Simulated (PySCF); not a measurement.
Species: 4-(trifluoromethyl)benzaldehyde, C8H5F3O.
Atom-mapped SMILES: `[O:1]=[CH:2][c:3]1[cH:4][cH:5][c:6]([C:7]([F:8])([F:9])[F:10])[cH:11][cH:12]1` (hydrogens: H13 on C2; H14 on C4; H15 on C5; H16 on C11; H17 on C12)

Geometry (PBE0-D3(BJ)/def2-SVP, Å), atoms numbered from 1 in this order:
```xyz
17
C8H5F3O angstrom
O      3.793   -0.763    0.142
C      3.056    0.189    0.121
C      1.578    0.100    0.053
C      0.809    1.266    0.035
C     -0.579    1.187   -0.024
C     -1.193   -0.063   -0.065
C     -2.695   -0.172   -0.082
F     -3.161   -0.541    1.116
F     -3.107   -1.087   -0.962
F     -3.278    0.987   -0.398
C     -0.429   -1.236   -0.055
C      0.954   -1.153    0.005
H      3.458    1.234    0.155
H      1.303    2.241    0.068
H     -1.189    2.091   -0.041
H     -0.925   -2.208   -0.099
H      1.581   -2.047    0.016
```

Computed, not measured: PySCF 2.14.0, PBE0-D3(BJ)/def2-SVP geometry optimisation, gas phase.

Masses are those of the commonest isotopes; rigid-rotor values at the optimised geometry. The values belong to one conformer with, in the numbering `[O:1]=[CH:2][c:3]1[cH:4][cH:5][c:6]([C:7]([F:8])([F:9])[F:10])[cH:11][cH:12]1`, O1–C2–C3–C4 180°.

Give the principal moments of inertia and the rotational constants in cm⁻¹.

Ia = 188.49, Ib = 1086.60, Ic = 1187.29 u·Å²; 505379 MHz·u·Å²/I gives 2681, 465.1 and 425.7 MHz, that is A = 0.08943, B = 0.01551, C = 0.01420 cm⁻¹.

What kind of rotor is it?

A near-prolate asymmetric top; Ray's κ = -0.965.

What does the inertial defect say?

Not planar: Δ = Ic − Ia − Ib = -87.80 u·Å². For a rigid frame Δ = −2 Σ m c², so Σ m c² = 43.90 u·Å² lies off the ab plane: 0.00 from hydrogen and 43.90 from heavier atoms. The atom farthest from that plane is 1.22 Å away.

Give the other two planar moments, Paa and Pbb, and the rms extents of the mass along the axes.

Paa = Σ m a² = (Ib + Ic − Ia)/2 = 1042.70 and Pbb = Σ m b² = (Ia + Ic − Ib)/2 = 144.59 u·Å². With the mass M = 174.03 u, the rms extents √(P/M) along a, b and c are 2.45, 0.91, 0.50 Å.

Where do the levels up to J = 2 lie, in K?

Above 0(0,0), as E/k:
J = 1: 1(0,1) 0.043, 1(1,1) 0.149, 1(1,0) 0.151
J = 2: 2(0,2) 0.128, 2(1,2) 0.233, 2(1,1) 0.238, 2(2,1) 0.557, 2(2,0) 0.557
Those of J = 1 are B + C, A + C and A + B.

Predict some low-J microwave lines.

The dipole components are |μa| = 0.15 D, |μb| = 1.67 D, |μc| = 0.08 D. Intensities carry the squares of the components, which stand as 0.01 : 1.00 : 0.00 (a : b : c). Some lines, for components of 0.1 D or more:

| type | branch | J(Ka,Kc) | MHz | lower level (cm⁻¹) |
| --- | --- | --- | --- | --- |
| b | R | 3(0,3) ← 2(1,2) | 493 | 0.162 |
| a | R | 2(1,2) ← 1(1,1) | 1742 | 0.104 |
| a | R | 2(0,2) ← 1(0,1) | 1781 | 0.030 |
| a | R | 2(1,1) ← 1(1,0) | 1821 | 0.105 |
| b | Q | 2(1,1) ← 2(0,2) | 2295 | 0.089 |
| a | R | 3(0,3) ← 2(0,2) | 2670 | 0.089 |
| a | R | 3(2,2) ← 2(2,1) | 2672 | 0.387 |
| a | R | 3(1,2) ← 2(1,1) | 2731 | 0.166 |
| b | R | 3(1,3) ← 2(0,2) | 4790 | 0.089 |
| b | Q | 3(2,1) ← 3(1,2) | 6592 | 0.257 |
| b | Q | 3(3,0) ← 3(2,1) | 11177 | 0.477 |
| b | R | 3(3,0) ← 2(2,1) | 13852 | 0.387 |

Not checked by PBE0-D3(BJ)/def2-SVP frequencies. These are rigid-rotor constants of the computed structure; measured ground-state constants (B0) also hold zero-point vibration.
